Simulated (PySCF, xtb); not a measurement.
TaSCl₃, SMILES [Ta]([Cl])([Cl])(=[S])[Cl], multiplicity 1.

Harmonic wavenumbers (cm⁻¹) from GFN2-xTB (xtb) at its own minimum, in rising order: 83, 83, 99, 102, 102, 299, 336, 336, 465.

Q: What does B3LYP-D3(BJ)/def2-SVP run with PySCF give at its own minimum? (Estimate from the structure and the level; the computed values follow.)

A: 102, 102, 120, 145, 145, 391, 407, 407, 549. Paired by order, the mean absolute difference is 52 cm⁻¹ and the zero-point energies are 2.7 and 3.4 kcal/mol.
